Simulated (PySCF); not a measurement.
Worked example: oscillator strength and radiative lifetime

CH4F3MoNO, SMILES C[N]=[Mo]([OH])([F])([F])[F], multiplicity 1.

Coordinates come from a B3LYP-D3(BJ)/def2-SVP optimisation. The multiplicity is an assumed one; other spin states were not compared. The def2 effective core potentials stand for the cores of Mo; spin–orbit coupling is left out. Other conformers were not sampled.

TDA-PBE0/def2-SVPD run with PySCF puts the first singlet state with f over 0.02 at 5.64 eV (vertical), with the transition dipole (-0.327, -0.419, 0.080) in atomic units.

### Question
Find the oscillator strength, the wavelength and the radiative lifetime that this transition would have in vacuum if emission retraced absorption.

### Answer

|μ|² = 0.2889 au, so |μ| = 1.37 D. ΔE = 5.64/27.211 = 0.2073 hartree. f = (2/3) ΔE |μ|² = 0.040 (the program prints 0.040).
λ = 1239.84/5.64 = 220 nm; ν = 45490 cm⁻¹.
Einstein's coefficient A = 0.6670 ν² f s⁻¹ (ν in cm⁻¹) = 5.5e7 s⁻¹, so τ = 1/A = 18 ns. This state is S7; the lower singlets have f = 0.000, 0.000, 0.000, 0.008, 0.004, 0.001. The figure is the radiative limit of this one transition; relaxation, internal conversion, crossing to triplets and a medium change what is measured.
